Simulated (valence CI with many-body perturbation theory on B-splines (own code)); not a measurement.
## Bi LXX: electric-dipole lines

Computed by relativistic CI+MBPT: four valence electrons over a frozen Dirac-Fock core [Ne], a basis of 11 s, 11 p, 9 d, 7 f, 5 g, 2 h, 1 i functions for each j, with the one-electron correlation potential Σ1, the two-electron term Σ2, the three-electron term Σ3, Breit, model QED; selected CI, second order for the rest (own B-spline code, finite nucleus).

No measured spectrum was set against this ion. As an estimate, large intervals hold to a few tenths of a per cent, small ones and those within an open d or f shell to about a per cent.

Lines 201 to 250 of 279 in falling wavelength, among levels below 1963.7 eV, chosen from the strongest by gf and those to the six lowest levels. Wavelengths and rates use the calculated energies. Electric multipoles are in the length gauge, E1 and E2 with the static RPA response of the core. Weak lines are less certain than strong ones. Lines between different terms over intervals too small for the method are left out, as are lines whose strength nearly cancels. The highest levels of a list are the least certain.

Levels are named by their leading jj configuration (3d3/2^4 stands for four electrons in 3d with j = 3/2), which in mixed levels can hold well under half, so a name can repeat and another be missing. Letters in brackets count levels of one name in rising energy.

| λ vac (nm) | Upper | Lower | A (s⁻¹) | S (a.u.) with core polarisation | S without |
| --- | --- | --- | --- | --- | --- |
| 1.363 | (3s 3p1/2 3p3/2 3d3/2) J=2 [c] | (3s 3p1/2^2 3p3/2) J=2 | 8.46e+12 | 5.28e-02 | 5.36e-02 |
| 1.363 | (3s 3p1/2 3p3/2 3d3/2) J=3 [c] | (3s 3p1/2^2 3p3/2) J=2 | 6.98e+11 | 6.10e-03 | 6.19e-03 |
| 1.360 | (3s 3p1/2 3p3/2 3d3/2) J=1 [c] | (3s 3p1/2^2 3p3/2) J=2 | 4.70e+11 | 1.75e-03 | 1.78e-03 |
| 1.360 | (3s 3p1/2 3p3/2 3d3/2) J=2 [d] | (3s 3p1/2^2 3p3/2) J=1 | 3.43e+12 | 2.13e-02 | 2.16e-02 |
| 1.359 | (3s 3p1/2 3p3/2 3d3/2) J=1 [d] | (3s 3p1/2^2 3p3/2) J=1 | 1.17e+13 | 4.35e-02 | 4.41e-02 |
| 1.355 | (3s^2 3d3/2 3d5/2) J=4 | (3s^2 3p1/2 3d5/2) J=3 | 8.03e+12 | 8.87e-02 | 8.99e-02 |
| 1.354 | (3s^2 3d3/2 3d5/2) J=2 | (3s^2 3p1/2 3d5/2) J=3 | 2.48e+12 | 1.52e-02 | 1.54e-02 |
| 1.352 | (3s 3p1/2 3p3/2 3d3/2) J=0 [b] | (3s 3p1/2^2 3p3/2) J=1 | 7.39e+12 | 9.02e-03 | 9.14e-03 |
| 1.351 | (3s^2 3d3/2^2) J=0 | (3s^2 3p1/2 3d3/2) J=1 | 1.99e+13 | 2.43e-02 | 2.46e-02 |
| 1.351 | (3s^2 3d3/2 3d5/2) J=2 | (3s^2 3p1/2 3d5/2) J=2 | 8.19e+12 | 4.98e-02 | 5.05e-02 |
| 1.350 | (3s^2 3p3/2 3d3/2) J=1 | (3s^2 3p1/2 3p3/2) J=1 | 9.95e+12 | 3.62e-02 | 3.67e-02 |
| 1.350 | (3s^2 3p3/2 3d3/2) J=2 | (3s^2 3p1/2 3p3/2) J=1 | 3.80e+12 | 2.31e-02 | 2.34e-02 |
| 1.349 | (3s^2 3p3/2 3d3/2) J=0 | (3s^2 3p1/2 3p3/2) J=1 | 8.83e+12 | 1.07e-02 | 1.08e-02 |
| 1.346 | (3s^2 3p1/2 3d3/2) J=1 | (3s^2 3p1/2^2) J=0 | 1.26e+13 | 4.57e-02 | 4.63e-02 |
| 1.343 | (3s^2 3d3/2 3d5/2) J=1 | (3s^2 3p1/2 3d5/2) J=2 | 1.03e+13 | 3.71e-02 | 3.76e-02 |
| 1.324 | (3s 3p1/2 3p3/2 3d5/2) J=2 [b] | (3s^2 3p1/2 3d3/2) J=1 | 3.72e+11 | 2.13e-03 | 2.16e-03 |
| 1.317 | (3s 3p1/2 3p3/2 3d3/2) J=2 [d] | (3s 3p1/2^2 3p3/2) J=2 | 1.31e+12 | 7.38e-03 | 7.48e-03 |
| 1.316 | (3s^2 3d3/2^2) J=2 | (3s^2 3p1/2 3d3/2) J=2 | 5.98e+12 | 3.37e-02 | 3.41e-02 |
| 1.316 | (3s 3p1/2 3p3/2 3d3/2) J=1 [d] | (3s 3p1/2^2 3p3/2) J=2 | 5.70e+10 | 1.92e-04 | 1.95e-04 |
| 1.294 | (3s 3p1/2 3p3/2 3d5/2) J=2 [a] | (3s^2 3p1/2 3d3/2) J=2 | 3.53e+10 | 1.88e-04 | 1.91e-04 |
| 1.289 | (3s^2 3d3/2^2) J=2 | (3s 3p1/2^2 3p3/2) J=1 | 3.02e+08 | 1.60e-06 | 1.61e-06 |
| 1.279 | (3s 3p1/2 3p3/2 3d5/2) J=3 [a] | (3s^2 3p1/2 3d3/2) J=2 | 9.68e+08 | 7.00e-06 | 7.09e-06 |
| 1.267 | (3s 3p1/2 3p3/2 3d5/2) J=2 [a] | (3s 3p1/2^2 3p3/2) J=1 | 3.10e+10 | 1.56e-04 | 1.58e-04 |
| 1.263 | (3s 3p1/2 3p3/2 3d5/2) J=3 [b] | (3s^2 3p1/2 3d3/2) J=2 | 2.01e+09 | 1.40e-05 | 1.42e-05 |
| 1.262 | (3s 3p1/2 3p3/2 3d5/2) J=1 [a] | (3s^2 3p1/2 3d3/2) J=2 | 3.76e+10 | 1.12e-04 | 1.13e-04 |
| 1.252 | (3s 3p1/2 3p3/2 3d5/2) J=2 [b] | (3s^2 3p1/2 3d3/2) J=2 | 2.85e+11 | 1.38e-03 | 1.40e-03 |
| 1.251 | (3s^2 3d3/2^2) J=0 | (3s 3p1/2^2 3p3/2) J=1 | 1.54e+11 | 1.49e-04 | 1.51e-04 |
| 1.250 | (3s^2 3d3/2^2) J=2 | (3s 3p1/2^2 3p3/2) J=2 | 3.26e+10 | 1.57e-04 | 1.59e-04 |
| 1.242 | (3s 3p1/2 3p3/2 3d5/2) J=3 [c] | (3s^2 3p1/2 3d3/2) J=2 | 3.23e+09 | 2.14e-05 | 2.16e-05 |
| 1.237 | (3s 3p1/2 3p3/2 3d5/2) J=1 [a] | (3s 3p1/2^2 3p3/2) J=1 | 2.88e+11 | 8.07e-04 | 8.18e-04 |
| 1.234 | (3s 3p1/2 3p3/2 3d5/2) J=1 [b] | (3s^2 3p1/2 3d3/2) J=2 | 3.51e+07 | 9.77e-08 | 9.74e-08 |
| 1.229 | (3s 3p1/2 3p3/2 3d5/2) J=2 [a] | (3s 3p1/2^2 3p3/2) J=2 | 1.33e+11 | 6.12e-04 | 6.20e-04 |
| 1.227 | (3s 3p1/2 3p3/2 3d5/2) J=2 [b] | (3s 3p1/2^2 3p3/2) J=1 | 1.10e+11 | 5.00e-04 | 5.07e-04 |
| 1.217 | (3s 3p1/2 3p3/2 3d5/2) J=1 [c] | (3s^2 3p1/2 3d3/2) J=2 | 5.26e+09 | 1.40e-05 | 1.42e-05 |
| 1.217 | (3s 3p1/2 3p3/2 3d5/2) J=3 [a] | (3s 3p1/2^2 3p3/2) J=2 | 1.03e+11 | 6.42e-04 | 6.50e-04 |
| 1.215 | (3s 3p1/2 3p3/2 3d5/2) J=3 [d] | (3s^2 3p1/2 3d3/2) J=2 | 9.82e+07 | 6.09e-07 | 6.23e-07 |
| 1.214 | (3s 3p1/2 3p3/2 3d5/2) J=2 [c] | (3s^2 3p1/2 3d3/2) J=2 | 5.83e+09 | 2.58e-05 | 2.61e-05 |
| 1.212 | (3s^2 3p3/2 3d5/2) J=2 | (3s^2 3p1/2 3p3/2) J=2 | 4.75e+10 | 2.09e-04 | 2.11e-04 |
| 1.210 | (3s 3p1/2 3p3/2 3d5/2) J=1 [b] | (3s 3p1/2^2 3p3/2) J=1 | 4.92e+10 | 1.29e-04 | 1.31e-04 |
| 1.202 | (3s 3p1/2 3p3/2 3d5/2) J=2 [d] | (3s^2 3p1/2 3d3/2) J=2 | 1.73e+09 | 7.44e-06 | 7.54e-06 |
| 1.202 | (3s 3p1/2 3p3/2 3d5/2) J=3 [b] | (3s 3p1/2^2 3p3/2) J=2 | 2.06e+10 | 1.24e-04 | 1.26e-04 |
| 1.200 | (3s 3p1/2 3p3/2 3d5/2) J=1 [a] | (3s 3p1/2^2 3p3/2) J=2 | 5.74e+09 | 1.47e-05 | 1.49e-05 |
| 1.200 | (3s^2 3p3/2 3d5/2) J=2 | (3s^2 3p1/2 3p3/2) J=1 | 9.29e+08 | 3.96e-06 | 4.02e-06 |
| 1.193 | (3s 3p1/2 3p3/2 3d5/2) J=1 [c] | (3s 3p1/2^2 3p3/2) J=1 | 6.60e+09 | 1.66e-05 | 1.69e-05 |
| 1.192 | (3s 3p1/2 3p3/2 3d5/2) J=2 [b] | (3s 3p1/2^2 3p3/2) J=2 | 1.77e+11 | 7.41e-04 | 7.51e-04 |
| 1.191 | (3s 3p1/2 3p3/2 3d5/2) J=2 [c] | (3s 3p1/2^2 3p3/2) J=1 | 5.34e+10 | 2.23e-04 | 2.26e-04 |
| 1.190 | (3s 3p1/2 3p3/2 3d5/2) J=0 | (3s 3p1/2^2 3p3/2) J=1 | 7.29e+11 | 6.06e-04 | 6.14e-04 |
| 1.184 | (3s^2 3p3/2 3d5/2) J=3 | (3s^2 3p1/2 3p3/2) J=2 | 1.53e+08 | 8.76e-07 | 8.94e-07 |
| 1.182 | (3s 3p1/2 3p3/2 3d5/2) J=3 [c] | (3s 3p1/2^2 3p3/2) J=2 | 1.74e+11 | 9.96e-04 | 1.01e-03 |
| 1.180 | (3s 3p1/2 3p3/2 3d5/2) J=2 [d] | (3s 3p1/2^2 3p3/2) J=1 | 5.40e+10 | 2.19e-04 | 2.22e-04 |
